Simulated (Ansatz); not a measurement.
Computed with frozen-core CCSD(T)/cc-pVTZ // r2SCAN-D4/def2-TZVP run with Ansatz (a quantum-chemistry and plane-wave program).

Ansatz 0.2 input:
```yaml
crystal:
  periodic: [false, false, false]
  atoms:
    - { symbol: C, position_ang: [-1.15503, 0.452453, 0.642341] }
    - { symbol: N, position_ang: [0.043463, 0.668002, 0.313384] }
    - { symbol: Si, position_ang: [0.922949, -0.274542, -0.861205] }
    - { symbol: H, position_ang: [-1.645095, 1.088514, 1.390477] }
    - { symbol: H, position_ang: [-1.78075, -0.355657, 0.224769] }
    - { symbol: H, position_ang: [2.112554, -0.846894, -0.186754] }
    - { symbol: H, position_ang: [1.362787, 0.640338, -1.94155] }
    - { symbol: H, position_ang: [0.101686, -1.377442, -1.445012] }
basis:
  gaussian: { orbitals: cc-pVTZ }
correlation:
  method: ccsd_t
```

Output:

```
Functional definition: HF
933 factors; integrals over basis functions are off by at most 8.2e-4 eV
mean field evaluation 1: about -10452.1523 eV, gradient 2.9e1 eV
mean field evaluation 2: about -10452.1620 eV, gradient 2.9e1 eV
mean field evaluation 4: about -10454.4055 eV, gradient 3.8e0 eV
mean field evaluation 8: about -10454.4579 eV, gradient 6.1e-4 eV
mean field evaluation 16: about -10454.4443 eV, gradient 2.4e-1 eV
mean field -10454.45790772 eV, -384.1942418225 hartree, gradient 2.5e-6 eV, S^2 0.000000; 0 other end points of the search recorded, 0 dependent functions left out
7 core orbitals not correlated
reference -10454.45790772 eV, -384.1942418225 hartree; 9, 9 occupied and 148, 148 virtual orbitals, 933 factors
second order -13.32812940 eV of doubles, -0.00000000 eV of singles
cycle   1  -13.75077971 eV  change   -4.2e-1 eV  update   8.8e-2
cycle   2  -14.18575445 eV  change   -4.3e-1 eV  update   2.8e-2
cycle   3  -14.26862957 eV  change   -8.3e-2 eV  update   1.3e-2
cycle   4  -14.26163447 eV  change    7.0e-3 eV  update   3.5e-3
cycle   5  -14.26293377 eV  change   -1.3e-3 eV  update   1.6e-3
cycle   6  -14.26310935 eV  change   -1.8e-4 eV  update   4.0e-4
cycle   7  -14.26299632 eV  change    1.1e-4 eV  update   1.3e-4
cycle   8  -14.26301953 eV  change   -2.3e-5 eV  update   5.5e-5
cycle   9  -14.26301676 eV  change    2.8e-6 eV  update   1.6e-5
perturbative correction -0.59113244 eV, -0.0217237164 hartree
Total energy: -10469.31205691 eV, -384.7401217368 hartree
```

Cost: about 40 core-seconds (a rough figure).
